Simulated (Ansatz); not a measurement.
`[SiH3][SiH2][SiH3]` + `CC[SeH]` → `CC[Se][SiH3]` + `[SiH3][SiH3]` at 400 K and 1 bar (cleavage of the Si–Si bond).

Program: Ansatz. Geometries: PBE0-D4/def2-TZVP. ΔE: electronic, gas phase. CCSD(T)/CBS adds triple-zeta CCSD(T) − MP2 to the extrapolated MP2 energy (def2 sets, frozen cores). For Se outer-core shells are correlated without core-valence functions, which leaves a few kJ/mol of doubt a bond. Scalar relativity is left out up to krypton. Each species was taken in one conformer, which may not be the lowest.

```csv
species,CCSD(T)/CBS energy (Eh),H − E (kJ/mol),S (J/(mol·K))
`[SiH3][SiH2][SiH3]`,-872.02658,209.1,385.6
`CC[SeH]`,-2480.41858,216.4,322.5
`CC[Se][SiH3]`,-2770.72164,274.0,396.1
`[SiH3][SiH3]`,-581.74359,152.8,300.2
```

H − E and S are ideal-gas, rigid-rotor, harmonic terms from PBE0-D4/def2-TZVP, for one conformer and one mirror image of each species. 1 Eh = 2625.50 kJ/mol, R = 8.31446 J/(mol·K).

Task: By hand: ΔE, ΔH, ΔS and ΔG.

Result: ΔE = (-2770.72164) + (-581.74359) − (-872.02658) − (-2480.41858) = -0.02007 Eh = -52.7 kJ/mol. Δ(H − E) = 274.0 + 152.8 − 209.1 − 216.4 = 1.3, so ΔH = -51.4 kJ/mol. ΔS = 396.1 + 300.2 − 385.6 − 322.5 = -11.8 J/(mol·K). ΔG = -51.4 − 400 × (-11.8)/1000 = -46.7 kJ/mol.

Task: By hand: the equilibrium constant, and the temperature at which ΔG would vanish if ΔH and ΔS stayed fixed.

Result: log₁₀ K = −ΔG/(RT ln 10) = 6.1. ΔG = 0 at ΔH/ΔS = 4356 K, far beyond where these terms or the molecules hold.

The number of gas molecules stays the same, so ΔS is small and ΔH decides. A doubt of 5 kJ/mol in ΔE shifts log₁₀ K by 0.7 here. Other conformers and mirror images would add mixing entropy, several J/(mol·K) or more a flexible species. Modes under 60 cm⁻¹, often nearly free rotors, make the harmonic entropy too high. These are equilibria of isolated gas molecules and say nothing of rates. Largest T1 diagnostic: 0.013 (customary marks: 0.02 for closed shells, 0.045 for open ones).
